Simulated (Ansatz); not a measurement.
Relaxation of C$_{2}$H$_{10}$AlNSi (15 atoms, charge 0, multiplicity 1), to a largest force component of 0.02 eV/Å in at most 50 steps.

Method: RKS B3LYP/cc-pVDZ (Ansatz 0.2.0).

```xyz
15
Properties=species:S:1:pos:R:3
C -1.295 -0.911 0.737
Si 0.360 -0.117 0.784
C 1.596 -1.399 0.293
Al 0.537 1.696 -0.738
N -1.077 2.124 -1.787
H -2.095 -0.084 1.005
H -1.525 -1.227 -0.298
H -1.359 -1.699 1.430
H 0.645 0.386 2.187
H 2.645 -0.949 0.362
H 1.407 -1.764 -0.698
H 1.598 -2.241 1.036
H 1.763 2.548 -0.917
H 1.829 0.960 -1.138
H -1.852 2.306 -1.087
```

Q: Where does it end, and by what steps?

A: The forces met the threshold. The force dipped under the threshold on the way, but the program's further checks kept it going. After 45 steps the energy has fallen by 4.125 eV; H14 moved furthest, 3.35 Å. Parted: Al4–H13 (1.50 → 3.82 Å), Al4–H14 (1.54 → 4.57 Å). Joined: H13–H14 (1.60 → 0.77 Å).

```json
{"step": "0", "energy less start (eV)": "0.0000", "largest force component (eV/Å)": "4.577", "accepted": "yes"}
{"step": "2", "energy less start (eV)": "-1.0517", "largest force component (eV/Å)": "2.487", "accepted": "yes"}
{"step": "4", "energy less start (eV)": "-1.6863", "largest force component (eV/Å)": "1.811", "accepted": "yes"}
{"step": "6", "energy less start (eV)": "-2.1473", "largest force component (eV/Å)": "13.252", "accepted": "no"}
{"step": "8", "energy less start (eV)": "-3.3748", "largest force component (eV/Å)": "1.035", "accepted": "yes"}
{"step": "10", "energy less start (eV)": "-3.7205", "largest force component (eV/Å)": "0.537", "accepted": "yes"}
{"step": "12", "energy less start (eV)": "-3.8687", "largest force component (eV/Å)": "0.387", "accepted": "yes"}
{"step": "14", "energy less start (eV)": "-3.9381", "largest force component (eV/Å)": "0.839", "accepted": "yes"}
{"step": "16", "energy less start (eV)": "-3.9731", "largest force component (eV/Å)": "0.191", "accepted": "yes"}
{"step": "18", "energy less start (eV)": "-4.0205", "largest force component (eV/Å)": "0.704", "accepted": "yes"}
{"step": "20", "energy less start (eV)": "-4.0635", "largest force component (eV/Å)": "0.358", "accepted": "yes"}
{"step": "22", "energy less start (eV)": "-4.0908", "largest force component (eV/Å)": "0.029", "accepted": "yes"}
{"step": "24", "energy less start (eV)": "-4.0932", "largest force component (eV/Å)": "0.059", "accepted": "yes"}
{"step": "26", "energy less start (eV)": "-4.0984", "largest force component (eV/Å)": "0.139", "accepted": "yes"}
{"step": "28", "energy less start (eV)": "-4.1028", "largest force component (eV/Å)": "0.532", "accepted": "yes"}
{"step": "30", "energy less start (eV)": "-4.1124", "largest force component (eV/Å)": "0.021", "accepted": "yes"}
{"step": "32", "energy less start (eV)": "-4.1189", "largest force component (eV/Å)": "0.103", "accepted": "yes"}
{"step": "34", "energy less start (eV)": "-4.1213", "largest force component (eV/Å)": "0.134", "accepted": "yes"}
{"step": "36", "energy less start (eV)": "-4.1211", "largest force component (eV/Å)": "0.212", "accepted": "no"}
{"step": "38", "energy less start (eV)": "-4.1237", "largest force component (eV/Å)": "0.058", "accepted": "yes"}
{"step": "40", "energy less start (eV)": "-4.1242", "largest force component (eV/Å)": "0.075", "accepted": "yes"}
{"step": "42", "energy less start (eV)": "-4.1246", "largest force component (eV/Å)": "0.021", "accepted": "yes"}
{"step": "44", "energy less start (eV)": "-4.1248", "largest force component (eV/Å)": "0.013", "accepted": "yes"}
{"step": "45", "energy less start (eV)": "-4.1248", "largest force component (eV/Å)": "0.008", "accepted": "yes"}
```

```xyz
15
Properties=species:S:1:pos:R:3
C -1.655 -1.590 1.155
Si -0.047 -0.578 1.135
C 1.433 -1.628 0.578
Al -0.305 1.378 -0.320
N -0.161 2.576 -1.447
H -2.505 -0.985 1.507
H -1.897 -1.974 0.151
H -1.544 -2.451 1.835
H 0.211 -0.043 2.514
H 2.366 -1.044 0.595
H 1.286 -2.013 -0.444
H 1.554 -2.490 1.257
H 2.119 3.381 -2.494
H 2.717 3.702 -2.847
H -0.393 3.387 -2.001
```

Whether the end is a true minimum wasn't checked by a vibrational analysis.

Time of the run: 2.4 min on 2 threads of Intel(R) Xeon(R) Platinum 8559C (Emerald Rapids), with other jobs on the host, peak memory 0.34 GiB.
